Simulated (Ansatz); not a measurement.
A run for Ansatz (a quantum-chemistry and plane-wave program): R-r2SCAN/def2-TZVPP on H2O2Sn (SMILES [OH][Sn][OH]), a point of a torsion scan. Elements past Kr take the def2 small-core potentials; no spin–orbit coupling.

Ansatz 0.2 input:
```yaml
crystal:
  periodic: [false, false, false]
  atoms:
    - {symbol: O, position_ang: [1.30940658, -0.42705062, -0.46733811]}
    - {symbol: Sn, position_ang: [-0.24172322, 0.84260597, -0.82842853]}
    - {symbol: O, position_ang: [0.15454991, 2.27612517, 0.56860302]}
    - {symbol: H, position_ang: [2.19487150, -0.28018727, -0.14306135]}
    - {symbol: H, position_ang: [0.85326190, 2.28852050, 1.21944837]}
basis:
  gaussian:
    orbitals: def2-TZVPP
hamiltonian:
  xc: {name: r2SCAN}
scf: {lower_state_search: off}
```

Predict the final total energy.

-366.0841 hartree.
